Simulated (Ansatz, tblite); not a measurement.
Removing and adding an electron: Zn₈Te₇Cl₂. Total charge 0; singlet. Geometry: PBE-D4/def2-SVP. Ansatz, gas phase; energy differences of separate SCF runs; the oxidised species was run as a doublet alone; the reduced species was run as a doublet alone.

```xyz
17

Te    3.2216   -1.0121    3.7278
Te    0.0218   -3.3463    1.9437
Te    2.6930   -0.9350   -0.6861
Te   -0.2186    2.4807   -1.8644
Te   -0.4366    1.0227    1.9322
Te   -3.0217    0.2473   -4.8362
Te   -4.5473    0.9247   -0.1708
Zn    3.2507    0.3899    1.5805
Zn    2.4099   -2.3713    1.5601
Zn   -1.2348    0.4031   -3.0561
Zn    0.6122   -1.0712    3.1293
Zn    0.0572   -1.2053    0.3253
Zn    1.3225    1.4346   -0.0780
Zn   -2.0759    1.3919   -0.2942
Zn   -4.0655    0.5629   -2.5899
Cl    3.1707    2.5979    0.9804
Cl   -1.1590   -1.5144   -1.6037
```

In the def2 sets Te takes a core potential; there is no spin–orbit coupling. The xTB rows come from tblite. Single mean-field runs in def2-SVP are fitted with def2-universal-jkfit. HOMO above LUMO, or a gap near zero within one spin, warns that the state may not be the lowest or that an electron is smeared out.

```csv
level,−HOMO (eV),vertical IE (eV),−LUMO (eV),vertical EA (eV),HOMO–LUMO gap (eV),IE − EA (eV),remarks
GFN1-xTB,9.11,11.02,7.06,5.25,2.05,5.77,–
GFN2-xTB,9.92,12.04,7.76,5.75,2.16,6.29,–
PBE-D4/def2-SVP,4.82,6.77,3.32,1.78,1.50,5.00,gap within one spin near zero (+1 doublet)
BLYP-D4/def2-SVP,4.58,6.57,3.15,1.59,1.42,4.98,"HOMO above zero (-1 doublet), gap within one spin near zero (+1 doublet)"
PBE0-D4/def2-SVP,5.78,7.14,2.76,1.73,3.01,5.40,–
```

   A HOMO above zero means that the electron is unbound at that level or that self-interaction error raises the level; the energy of removing that electron tells which. Raw xTB energy differences between charge states are shifted by several eV; the methods need an empirical correction for them. Sets without diffuse functions give affinities that are too small.
